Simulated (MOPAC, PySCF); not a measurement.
[Hf(OH)4], neutral singlet in the gas phase. 

Cartesian coordinates (Å):
```xyz
9

Hf    -0.1584     0.1417    -0.0475
O      1.6279    -0.4230    -0.5590
H      2.5110    -0.7257    -0.7988
O     -0.1276     2.0157     0.4627
H     -0.1156     2.9484     0.7056
O     -0.7678    -0.9274     1.4546
H     -1.0635    -1.4432     2.2135
O     -1.3659    -0.1028    -1.5490
H     -1.9840    -0.2566    -2.2725
```
Charge 0, multiplicity 1.

All levels are single points at this geometry (BP86-D3(BJ)/def2-SVP); Pople sets use spherical d functions. Orbital energies aren't observables, and empty levels follow the basis.

BP86/6-31G* (LANL2DZ on Hf) in PySCF gives dipole (D) = 0.11.

**Question.** Estimate the dipole (D) from each of these levels: B3LYP-D3(BJ)/def2-TZVP in PySCF; TPSSh-D3(BJ)/def2-TZVP in PySCF; M06-2X/6-31G* (LANL2DZ on Hf) in PySCF; PBE/6-31G* (LANL2DZ on Hf) in PySCF; SVWN5/6-31G* (LANL2DZ on Hf) in PySCF; HF/6-31G* (LANL2DZ on Hf) in PySCF; PM6 in MOPAC; PM7 in MOPAC.

**Answer.** 
```csv
level,dipole (D)
B3LYP-D3(BJ)/def2-TZVP in PySCF,0.10
TPSSh-D3(BJ)/def2-TZVP in PySCF,0.10
M06-2X/6-31G* (LANL2DZ on Hf) in PySCF,0.11
PBE/6-31G* (LANL2DZ on Hf) in PySCF,0.11
SVWN5/6-31G* (LANL2DZ on Hf) in PySCF,0.11
HF/6-31G* (LANL2DZ on Hf) in PySCF,0.11
PM6 in MOPAC,0.11
PM7 in MOPAC,0.14
```
